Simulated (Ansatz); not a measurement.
Stepwise reaction of `C[CH2][In]([F])[CH2]C` with hydrogen fluoride, as a gas-phase model of exchange steps in deposition or etching. ΔE in kJ/mol; ΔG adds harmonic PBE0-D4 terms to CCSD(T)/CBS, at 1 bar.

Program: Ansatz. Geometries: PBE0-D4/def2-TZVP. ΔE: electronic, gas phase. CCSD(T)/CBS is the MP2 limit (def2-TZVPP, def2-QZVPP) plus CCSD(T) − MP2 in def2-TZVPP, frozen cores. This one scheme is used for every species. Functionals use def2-TZVPP. B3LYP here is the variant with VWN-RPA as its local correlation; programs differ in this. def2 core potentials past Kr. For In outer-core shells are correlated without core-valence functions, which leaves a few kJ/mol of doubt a bond. One conformer a species, not always the lowest.

| step | reaction | PBE-D4 | B3LYP-D4 | ωB97M-V | CCSD(T)/CBS | ΔG(600 K) |
| --- | --- | --- | --- | --- | --- | --- |
| 2 | `C[CH2][In]([F])[F]` + H–F → `[F][In]([F])[F]` + `CC` | -33.2 | -38.2 | -39.5 | -30.9 | -14.3 |

Task: Give the row of step 1, `C[CH2][In]([F])[CH2]C` + H–F → `C[CH2][In]([F])[F]` + `CC`. (An estimate is asked.)

Result: The calculation gave: 
| step | reaction | PBE-D4 | B3LYP-D4 | ωB97M-V | CCSD(T)/CBS | ΔG(600 K) |
| --- | --- | --- | --- | --- | --- | --- |
| 1 | `C[CH2][In]([F])[CH2]C` + H–F → `C[CH2][In]([F])[F]` + `CC` | -87.9 | -94.9 | -90.9 | -81.5 | -76.8 |

Task: By hand: ΔE of the 2 steps together at CCSD(T)/CBS.

Result: (-81.5) + (-30.9) = -112.4 kJ/mol, or -56.2 kJ/mol a step.

In ΔE each step is higher than the one before. All are downhill at CCSD(T)/CBS. ΔG lies between -76.8 and -14.3 kJ/mol a step. PBE-D4 differs from CCSD(T)/CBS by -6.4 to -2.3 kJ/mol a step. Isolated molecules leave out the surface, adducts and barriers. Largest T1 diagnostic: 0.018.
